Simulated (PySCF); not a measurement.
**Rotational lines of CsCa⁺**

Lines J+1 ← J of the vibrational ground state, computed from RHF-CCSD(T) constants of CsCa⁺, ¹Σ⁺ (singlet), closed shell (basis Cs def2-SVP with ECP46, Ca def2-SVP; scalar-relativistic core potentials; PySCF 2.14; masses 132.9054 and 39.9626 u), in MHz:

| J | ν (MHz) |
| --- | --- |
| 0 | 1524.9 |
| 1 | 3049.8 |
| 2 | 4574.7 |
| 3 | 6099.6 |
| 4 | 7624.3 |

Problem. Find B0 and the effective bond length r0; with αe = 0.000152 cm⁻¹, find Re.

Solution. ν = 2B0(J+1) − 4D(J+1)³ gives B0 = 0.025433 cm⁻¹. With the reduced mass μred = 30.724 u, r0 = √(16.8576/(μred·B0)) (u, cm⁻¹, Å) = 4.6447 Å. Be = B0 + αe/2 = 0.025509 cm⁻¹ gives Re = 4.638 Å.

Correlated steps freeze 5 core orbitals. The bond is weak. Basis-set superposition, not corrected here, can be much of De in a small basis, most of all at correlated wavefunction levels. Spin–orbit coupling is left out. For an ion De counts to the pair picked by the measured ionisation energies or electron affinities, which need not be the lowest pair at this level.
